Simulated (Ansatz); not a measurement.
`CO[CH2][GeH3]`, relaxed with RKS PBE-D4/def2-SVP in Ansatz from a rough embedded geometry. The force threshold is 0.03 eV/Å; the program also tests the step.

Total charge 0; spin multiplicity 1.

Start:

```xyz
12

C    -0.110   -1.829    0.737
O     0.063   -0.493    0.801
C    -0.037    0.056   -0.512
Ge    0.122    2.020   -0.294
H     0.684   -2.341    0.069
H    -1.113   -2.170    0.322
H    -0.029   -2.315    1.749
H    -1.086   -0.120   -0.898
H     0.770   -0.326   -1.120
H     0.074    2.634   -1.730
H     1.592    2.306    0.266
H    -0.929    2.578    0.610
```

| step | energy (eV) | largest force (eV/Å) | largest move (Å) |
| --- | --- | --- | --- |
| 1 | -60744.4524 | 2.698 | 0.000 |
| 2 | -60744.6751 | 1.318 | 0.077 |
| 3 | -60744.7179 | 0.429 | 0.045 |
| 4 | -60744.7217 | 0.050 | 0.017 |
| 5 | -60744.7220 | 0.010 | 0.005 |

End:

```xyz
12

C    -0.109   -1.906    0.751
O     0.050   -0.507    0.772
C    -0.053    0.076   -0.508
Ge    0.179    2.034   -0.307
H     0.666   -2.407    0.121
H    -1.112   -2.208    0.359
H    -0.011   -2.274    1.792
H    -1.045   -0.132   -0.984
H     0.724   -0.318   -1.212
H     0.062    2.701   -1.705
H     1.572    2.342    0.296
H    -0.922    2.598    0.626
```

Run time 7 s (4 threads of an Arm Neoverse V2 on a shared host); peak host memory 0.16 GiB.
